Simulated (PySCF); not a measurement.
C7H11FSi.
SMILES: `[C@@H]1(C[Si@H]1[C@H](C)CC#C)F`

Computed with PySCF, TDDFT B3LYP/def2-SVPD, vertical, gas phase, core orbitals frozen in the response. One conformer (not necessarily the lowest) at the PBE0-D3(BJ)/def2-SVP geometry, without solvent, vibrations or thermal averaging. Torsions of this conformer, `[CH:1]#[C:2][CH2:3][C@@H:4]([CH3:5])[Si@@H:6]1[CH2:7][C@@H:8]1[F:9]`: C2–C3–C4–C5 -67°, C3–C4–Si6–C7 121°.

Question: Predict the UV-vis stick spectrum at this level.

Answer: 

```csv
state,E (eV),ν̃ (cm⁻¹),f,|μ| (D),"main configurations (H = HOMO, L = LUMO)"
S1,5.89,47530,0.019,0.92,"H→L (67%), H→L+1 (19%)"
S2,6.06,48910,0.024,1.03,"H→L+1 (53%), H→L+2 (37%)"
S3,6.23,50210,0.125,2.30,"H→L+2 (38%), H→L (26%), H→L+1 (19%)"
S4,6.38,51480,0.0028,0.34,"H-1→L+1 (23%), H→L+4 (17%), H→L+3 (17%)"
S5,6.43,51880,0.0020,0.29,"H→L+4 (34%), H-1→L+1 (14%), H→L+3 (10%)"
S6,6.57,52960,0.0009,0.19,"H→L+3 (37%), H-2→L+1 (20%), H→L+4 (13%)"
S7,6.62,53380,0.015,0.78,"H→L+3 (29%), H-2→L+1 (14%), H-1→L+3 (11%)"
S8,6.68,53840,0.0006,0.16,"H-2→L+3 (27%), H-2→L (18%), H-2→L+5 (15%)"
S9,6.77,54570,0.0021,0.29,H→L+5 (75%)
S10,6.90,55670,0.013,0.70,"H-3→L (58%), H-1→L (18%)"
```

Triplets, Tamm–Dancoff:

| state | E (eV) | λ (nm) | main configurations (H = HOMO, L = LUMO) |
| --- | --- | --- | --- |
| T1 | 5.02 | 247.1 | H→L (67%), H→L+1 (23%) |
| T2 | 5.34 | 232.3 | H-2→L+3 (16%), H-1→L+5 (16%), H-2→L+1 (12%) |
| T3 | 5.62 | 220.7 | H→L+2 (33%), H→L+4 (30%), H→L+1 (22%) |
| T4 | 5.77 | 214.7 | H-1→L+1 (22%), H-2→L+3 (17%), H→L+2 (10%) |

The lowest singlet lies at 5.89 eV (210 nm, ultraviolet) and is weak; its leading configuration is HOMO→LUMO (67%). The most intense listed level is S3 at 6.23 eV (199 nm, f = 0.125), 0.33 eV above S1. Löwdin shares by element: HOMO carbon 45% or more, silicon 26%, fluorine 12% (atoms not listed hold the other 17%); LUMO silicon 25%, carbon 20% or more, hydrogen 9% or more (atoms not listed hold the other 46%). Orbital energies (eV): HOMO-3 -7.84, HOMO-2 -7.65, HOMO-1 -7.58, HOMO -6.61, LUMO 0.07, LUMO+1 0.17, LUMO+2 0.52. The oscillator strengths of these states sum to 0.205; summed over the whole spectrum of an exact calculation they would give the number of electrons, 76 (Thomas–Reiche–Kuhn). Of the 10 states listed, 5 reach f = 0.01 and none stays under 0.0005. The vertical ionisation energy (ΔSCF) is 8.68 eV, 1.78 eV above S10. Only the lowest 10 singlets were computed, as vertical energies without vibronic structure.

The run took 16 min wall on one thread, Arm Neoverse N1 (aarch64), no GPU, shared host with 64 logical CPUs at a one-minute load of 61, and the process peaked at 1.2 GiB of memory.
